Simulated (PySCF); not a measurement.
siletan-1-amine (C3H9NSi), SMILES N[SiH]1CCC1.

Geometry: PBE0-D3(BJ)/def2-SVP. Other conformers were not sampled.

Calculation: PBE0/def2-TZVP in PySCF.

Isolated molecule, no solvent.

Computed frontier levels, gap, dipole moment and polarisability:
The highest occupied level is -7.00 eV. The lowest empty level comes out as 0.83 eV, the orbital gap is 7.83 eV and the dipole moment comes out as 1.24 D. The quadrupole, principal values (traceless, Buckingham form, about the centre of nuclear charge) is -5.27, 0.24, 5.03 D·Å, the mean static polarisability is 66.9 bohr³ (9.91 Å³) and the polarisability, principal values comes out as 60.6, 63.4, 76.6 bohr³.
